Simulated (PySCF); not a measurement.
**`CC[C@H](C)[Si@@H](N)P`, C₄H₁₄NPSi**

Cartesian coordinates in Å; atom numbers follow the order of the lines, from 1:
```xyz
21

C    -1.718    1.677   -0.074
C    -1.690    0.192    0.259
C    -0.491   -0.533   -0.354
C    -0.694   -2.041   -0.246
Si    1.169   -0.037    0.453
N     2.381   -1.070   -0.210
P     1.865    2.016   -0.152
H    -0.827    2.178    0.302
H    -1.756    1.823   -1.152
H    -2.590    2.153    0.368
H    -1.682    0.058    1.344
H    -2.610   -0.267   -0.116
H    -0.457   -0.279   -1.419
H     0.112   -2.577   -0.740
H    -1.632   -2.338   -0.714
H    -0.724   -2.350    0.797
H     1.019   -0.149    1.924
H     2.286   -2.069   -0.132
H     3.350   -0.804   -0.152
H     1.516    2.621    1.041
H     3.162    1.811    0.281
```

Computed with TDDFT PBE0/def2-SVPD circular dichroism and optical rotation, one conformer, gas phase in PySCF. Geometry: GFN2-xTB.

The molecule is flexible and this is one conformer; a measurement averages over conformers. States above about 7.1 eV (minus the energy of the highest occupied orbital) lie near or above the ionisation threshold and depend on the basis.

Problem. Draw the ECD and absorption spectra from the lowest 8 states, each a Gaussian of half-width 0.25 eV at 1/e height.

Solution. 
```csv
E (eV),λ (nm),Δε (L mol⁻¹ cm⁻¹),ε (L mol⁻¹ cm⁻¹)
5.57,222,-0.30,7.4
5.72,217,-2.29,57.4
5.87,211,-8.42,223
6.02,206,-14.22,475
6.17,201,-7.65,738
6.32,196,+9.44,1230
6.47,192,+25.54,2390
6.62,187,+39.90,4730
6.77,183,+45.68,7400
6.92,179,+21.90,8680
```
Δε uses R in velocity form, ε uses f in length form. Only the states computed contribute, so the short-wavelength end is incomplete.
